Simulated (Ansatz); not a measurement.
Species: C₃H₂F₃, charge -1, multiplicity 1. It need not be the lowest isomer of its formula. Whether it binds its extra electron was not tested at this geometry. 
Coordinates optimised at B3LYP-D3(BJ)/def2-TZVP (Ansatz, a first-principles code):
```
C
C 1 1.3380
H 2 1.0933 1 121.09
H 2 1.0995 3 113.74 1 -180.00
C 1 1.4593 2 116.13 3 -180.00
F 5 1.3784 1 112.81 2 120.58
F 5 1.3784 6 105.05 1 -123.27
F 5 1.4185 6 101.95 7 -106.02
```
Charge -1, spin multiplicity 1.

Basis-set convergence of Hartree-Fock and CCSD(T) correlation energies (hartree) with Ansatz. Valence correlation only, unless marked. No spin-orbit coupling. No relativistic terms. This anion needs diffuse functions, which these sets lack.

| basis | functions | E(HF) | E(corr, CCSD(T)) |
|---|---|---|---|
| cc-pVDZ | 94 | -413.03547 | -1.00684 |
| cc-pVTZ | 208 | -413.17217 | -1.29868 |
| cc-pVQZ | 390 | -413.20665 | -1.39957 |
| cc-pV5Z | 656 | ___ | ___ |

Question: What belongs in the gaps?

Answer: 
- cc-pV5Z, E(HF): -413.21655
- cc-pV5Z, E(corr, CCSD(T)): -1.43641
